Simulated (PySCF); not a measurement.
# Excitation energy of Ba by level of theory

Ba [Xe] 6s2 (1S) → Ba [Xe] 6s1 6p1 (3P), as a difference of total energies. Calculation: PySCF 2.14, in def2-QZVPPD with the def2 core potential (46 electrons) (7s5p3d2f1g, 60 functions); scalar relativity through the core potential. Correlated levels: valence: 5s2 5p6 frozen. The calculations carry no spin-orbit coupling.

```json
{"method": "UHF", "excitation energy (eV)": "0.792"}
{"method": "MP2 (valence)", "excitation energy (eV)": "1.220"}
{"method": "SCS-MP2 (valence)", "excitation energy (eV)": "1.338"}
{"method": "CCSD (valence)", "excitation energy (eV)": "1.346"}
```

Task: How much does correlation contribute at MP2 (valence)?

Result: 1.220 − (0.792) = 0.428 eV, measured against UHF.

Errors of the correlated levels include the incompleteness of this basis and the frozen core.

With two correlated electrons CCSD is exact in that space.

For comparison: 1.622 eV (measured; NIST levels, between the centres of gravity of the two terms).
